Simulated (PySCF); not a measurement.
Compound: C5H6N2Si.
SMILES with atom numbers: `[CH3:1][C:2]#[C:3]/[CH:4]=[N:5]/[SiH2:6][C:7]#[N:8]` (hydrogens: H9, H10, H11 on C1; H12 on C4; H13, H14 on Si6)

The same species was optimised twice, with GFN2-xTB and with PBE0-D3(BJ)/def2-SVP (PySCF), and the same property calculations (PySCF, gas phase) were run on both structures.

```
      coordinate  GFN2-xTB  PBE0-D3(BJ)/def2-SVP  change
      N5–Si6 (Å)     1.706                 1.736  +0.030
       C3–C4 (Å)     1.409                 1.429  +0.020
       C7≡N8 (Å)     1.145                 1.159  +0.014
       C4=N5 (Å)     1.261                 1.274  +0.013
       C2≡C3 (Å)     1.206                 1.216  +0.010
       C1–C2 (Å)     1.440                 1.449  +0.009
      Si6–C7 (Å)     1.869                 1.861  -0.008
   C4–N5–Si6 (°)     136.0                 124.8   -11.2
   N5–Si6–C7 (°)     102.3                 106.6    +4.3
    C2–C3–C4 (°)     179.9                 177.4    -2.5
    C3–C4–N5 (°)     121.8                 123.1    +1.3
   Si6–C7–N8 (°)     178.0                 179.2    +1.2
    C1–C2–C3 (°)     179.5                 179.1    -0.4
C4–N5–Si6–C7 (°)      -120                  -117      +3
```

Rotational constants: A = 4347, B = 598.3, C = 541.1 MHz (GFN2-xTB) against A = 5112, B = 558.5, C = 515.9 MHz (PBE0-D3(BJ)/def2-SVP). Point groups within 0.08 Å: C1 and C1.

On the GFN2-xTB structure: HOMO (eV) -7.65 [PBE0/pcSseg-1]; LUMO (eV) -2.04 [PBE0/pcSseg-1]; dipole (D) 5.73 [PBE0/pcSseg-1]; GIAO shielding of C1 (ppm) 181.1 [PBE0/pcSseg-1]; GIAO shielding of C2 (ppm) 80.8 [PBE0/pcSseg-1]; GIAO shielding of C3 (ppm) 99.0 [PBE0/pcSseg-1]; GIAO shielding of C4 (ppm) 23.9 [PBE0/pcSseg-1]; GIAO shielding of N5 (ppm) -121.8 [PBE0/pcSseg-1]; GIAO shielding of Si6 (ppm) 418.5 [PBE0/pcSseg-1]; GIAO shielding of C7 (ppm) 63.4 [PBE0/pcSseg-1]; GIAO shielding of N8 (ppm) -91.9 [PBE0/pcSseg-1].

Problem. What do these properties become on the PBE0-D3(BJ)/def2-SVP structure?

Solution. 
```
                                    property          level  on GFN2-xTB  on PBE0-D3(BJ)/def2-SVP  change
                                   HOMO (eV)  PBE0/pcSseg-1        -7.65                    -7.85   -0.20
                                   LUMO (eV)  PBE0/pcSseg-1        -2.04                    -2.13   -0.09
                                  dipole (D)  PBE0/pcSseg-1         5.73                     5.82   +0.09
energy, GFN2-xTB geometry as zero (kcal/mol)  PBE0/pcSseg-1          0.0                     -1.9    -1.9
                  GIAO shielding of C1 (ppm)  PBE0/pcSseg-1        181.1                    178.7    -2.4
                  GIAO shielding of C2 (ppm)  PBE0/pcSseg-1         80.8                     78.4    -2.4
                  GIAO shielding of C3 (ppm)  PBE0/pcSseg-1         99.0                     97.8    -1.2
                  GIAO shielding of C4 (ppm)  PBE0/pcSseg-1         23.9                     16.7    -7.2
                  GIAO shielding of N5 (ppm)  PBE0/pcSseg-1       -121.8                   -125.8    -4.0
                 GIAO shielding of Si6 (ppm)  PBE0/pcSseg-1        418.5                    408.3   -10.2
                  GIAO shielding of C7 (ppm)  PBE0/pcSseg-1         63.4                     60.2    -3.2
                  GIAO shielding of N8 (ppm)  PBE0/pcSseg-1        -91.9                   -105.4   -13.5
```

The heavy atoms differ by 0.178 Å rms after alignment. Among bonds between heavy atoms N5–Si6 changes most (+0.030 Å). Changes are differences of the printed values. Neither structure is proved a minimum here.

Conformer computed: `[CH3:1][C:2]#[C:3]/[CH:4]=[N:5]/[SiH2:6][C:7]#[N:8]`: C4–N5–Si6–C7 -117°.
